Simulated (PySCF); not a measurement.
A calculated (UHF, PySCF 2.14, def2-QZVPPD, the non-relativistic Hamiltonian (point nucleus)) atom or ion has these occupied shells.

```csv
shell,electrons,orbital energy (eV),"rms radius, mean of both spins (bohr)"
1s,2,-75.984,0.667
```

Name the element and its charge.

Li⁺ (lithium, charge +1), in 1s2, closed-shell 1S.
